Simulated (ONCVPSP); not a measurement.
# Which change was made? (Yb, ONCV)

ytterbium (Yb), optimised norm-conserving Vanderbilt (ONCV), made with ONCVPSP 4.0.1 (PBE, scalar-relativistic). Core [Kr] 4d10 4f13, reference 5s2 5p6 5d1 6s1.75 (charge +0.25). Waves: 5s+6s: rc 1.70 bohr, ncon 4, nbas 8, qcut 6.1 1/bohr, 2 projectors; 5p: rc 1.70 bohr, ncon 5, nbas 8, qcut 7.1 1/bohr, 2 projectors, debl 1.8 Ha; 5d: rc 3.35 bohr, ncon 3, nbas 8, qcut 5.3 1/bohr, 3 projectors, debl 3.6 Ha. Local part: polynomial inside 1.45 bohr (lpopt 5, dvloc0 -1 Ha). Core correction: Teter function fitted to the true core (icmod 2), fcfact 0.5.

Cutoffs, loose and tight: the cutoffs (Ha) at which the residual kinetic energy of the hardest occupied pseudo-wave falls to 1 and 0.1 mHa per electron. They do not see the model core or the augmentation charge, which bear on the density cutoff. Test errors are all-electron minus pseudo excitation energies from the reference, over the configurations 5s2 5p6 5d1 6s2; 5s2 5p6 5d1 6s1; 5s2 5p6 5d1 6s0; 5s2 5p5 5d1 6s2; variants that change the core or the reference have their own tests. The largest error is taken over the tests solved by every variant that gives reliable tests at all, those not shown here included: 5s2 5p6 5d1 6s0; 5s2 5p6 5d1 6s1; 5s2 5p6 5d1 6s2.

The base gives: outcome: generated; cutoff, loose: 22 Ha; cutoff, tight: 39 Ha; bound ghosts: d; GHOST(+) flags above zero: s, d; largest test error (meV): -131.

(1) After one change the result is: outcome: generated; cutoff, loose: 22 Ha; cutoff, tight: 39 Ha; bound ghosts: none; GHOST(+) flags above zero: none; largest test error (meV): +335. Which change was it?
A. local potential polynomial inside 1.45 bohr (lpopt 5, dvloc0 5.5 Ha)
B. local potential polynomial inside 1.45 bohr (lpopt 5, dvloc0 9.5 Ha)
C. local potential polynomial inside 1.45 bohr (lpopt 5, dvloc0 6.5 Ha)
D. local potential polynomial inside 1.45 bohr (lpopt 5, dvloc0 -2.5 Ha)

Answers

(1) C. The others give: local potential polynomial inside 1.45 bohr (lpopt 5, dvloc0 5.5 Ha) → outcome: generated; cutoff, loose: 22 Ha; cutoff, tight: 39 Ha; bound ghosts: none; GHOST(+) flags above zero: none; largest test error (meV): +34 | local potential polynomial inside 1.45 bohr (lpopt 5, dvloc0 -2.5 Ha) → outcome: generated; cutoff, loose: 22 Ha; cutoff, tight: 39 Ha; bound ghosts: d; GHOST(+) flags above zero: s; largest test error (meV): -57 | local potential polynomial inside 1.45 bohr (lpopt 5, dvloc0 9.5 Ha) → outcome: generated; cutoff, loose: 22 Ha; cutoff, tight: 39 Ha; bound ghosts: none; GHOST(+) flags above zero: none; largest test error (meV): +91.
